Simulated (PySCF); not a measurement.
Several orderings of computed values.

All species are isolated and taken at one optimised geometry, non-relativistic unless stated. Electronic properties by PySCF.

The conformers computed, where there is a choice (atom-mapped SMILES and torsion angles):
- `[H]/[N:8]=[CH:7]\[CH2:6][CH2:5][C@@H:2]([CH3:1])[C:3]#[N:4]`: C1–C2–C5–C6 -178°, C2–C5–C6–C7 -59°, C5–C6–C7–N8 110°
- `[CH3:1]/[N:2]=[CH:3]/[C:4]([F:5])([F:6])[F:7]`: N2–C3–C4–F5 -128°
- `[CH2:1]=[CH:2]/[C:3](=[CH:4]/[CH3:5])[C:6](=[O:7])[Cl:8]`: C1–C2–C3–C4 -172°, C2–C3–C6–O7 -128°
- `[GeH3:1][O:2][SiH2:3][Br:4]`: Ge1–O2–Si3–Br4 10°
- `[Cl:1][CH2:2][CH:3]([Cl:4])[Cl:5]`: Cl1–C2–C3–Cl4 -64°

(1) Rank by HOMO–LUMO gap, lowest first (B3LYP/def2-SVPD at PBE0-D3(BJ)/def2-SVP geometries).
A. `C=C/C(=C/C)C(=O)Cl` (C6H7ClO)
B. `CC(Cl)(Cl)Cl` (C2H3Cl3)
C. `C/N=C/C(F)(F)F` (C3H4F3N)
D. `CC(C)([O][GeH2][CH3])C` (C5H14GeO)
E. `[H]/N=C\CC[C@@H](C)C#N` (C6H10N2)
F. `P` (PH3)

(2) By how much do the two ends of that ranking differ?

(3) Rank by electronic spatial extent ⟨r²⟩ about the centre of nuclear charge, highest first (B3LYP/def2-SVPD at PBE0-D3(BJ)/def2-SVP geometries).
A. `ClC(Cl)(Cl)C` (C2H3Cl3)
B. `P` (PH3)
C. `C/N=C/C(F)(F)F` (C3H4F3N)
D. `[H]/N=C\CC[C@@H](C)C#N` (C6H10N2)

(4) Rank by HOMO energy, highest first (B3LYP/def2-SVPD at PBE0-D3(BJ)/def2-SVP geometries).
A. `[H][Ge]([H])([CH3])[O]C(C)(C)C` (C5H14GeO)
B. `[H]/N=C\CC[C@@H](C)C#N` (C6H10N2)
C. `P` (PH3)
D. `C/N=C/C(F)(F)F` (C3H4F3N)
E. `ClC(C)(Cl)Cl` (C2H3Cl3)
F. `C=C/C(=C/C)C(=O)Cl` (C6H7ClO)

(5) By how much do the two ends of that ranking differ?

(6) Rank by lowest triplet excitation (Tamm–Dancoff), highest first (TDA B3LYP/def2-SVPD at PBE0-D3(BJ)/def2-SVP geometries).
A. `C=C/C(=C/C)C(=O)Cl` (C6H7ClO)
B. `CC(Cl)(Cl)Cl` (C2H3Cl3)
C. `[H][Ge]([H])([CH3])[O]C(C)(C)C` (C5H14GeO)
D. `P` (PH3)

(7) By how much do the two ends of that ranking differ?

(8) Rank by static isotropic polarisability, lowest first (B3LYP/def2-SVPD at PBE0-D3(BJ)/def2-SVP geometries).
A. `C/N=C/C(F)(F)F` (C3H4F3N)
B. `P` (PH3)
C. `[H]/N=C\CC[C@@H](C)C#N` (C6H10N2)
D. `[H][Ge]([H])([CH3])[O]C(C)(C)C` (C5H14GeO)
E. `CC(Cl)(Cl)Cl` (C2H3Cl3)
F. `C=C/C(=C/C)C(=O)Cl` (C6H7ClO)

(9) Rank by smallest rotational constant, highest first (PBE0-D3(BJ)/def2-SVP).
A. `ClCC(Cl)Cl`
B. `C/N=C/C(F)(F)F`
C. `[H]/N=C\CC[C@@H](C)C#N`
D. `[GeH3][O][SiH2]Br`

(10) Give the two extremes of that set in cm⁻¹.

## Answers

(1) A (4.90 eV), C (6.45 eV), E (6.72 eV), B (7.36 eV), D (7.52 eV), F (8.11 eV).

(2) By 3.21 eV, between `P` (PH3) and `C=C/C(=C/C)C(=O)Cl`.

(3) D (1102 bohr²), C (806 bohr²), A (774 bohr²), B (55 bohr²).

(4) F (-6.92 eV), A (-7.29 eV), B (-7.50 eV), C (-7.63 eV), D (-7.96 eV), E (-8.52 eV).

(5) By 1.60 eV, between `C=C/C(=C/C)C(=O)Cl` and `CC(Cl)(Cl)Cl`.

(6) C (6.23 eV), D (5.94 eV), B (5.63 eV), A (3.02 eV).

(7) By 3.21 eV, between `[H][Ge]([H])([CH3])[O]C(C)(C)C` and `C=C/C(=C/C)C(=O)Cl`.

(8) B (29.9 au), A (50.0 au), E (68.5 au), C (82.2 au), F (96.5 au), D (98.2 au).

(9) B (1.540 GHz), C (1.163 GHz), A (1.080 GHz), D (0.679 GHz).

(10) `[GeH3][O][SiH2]Br`: 0.0226 cm⁻¹; `C/N=C/C(F)(F)F`: 0.0514 cm⁻¹.
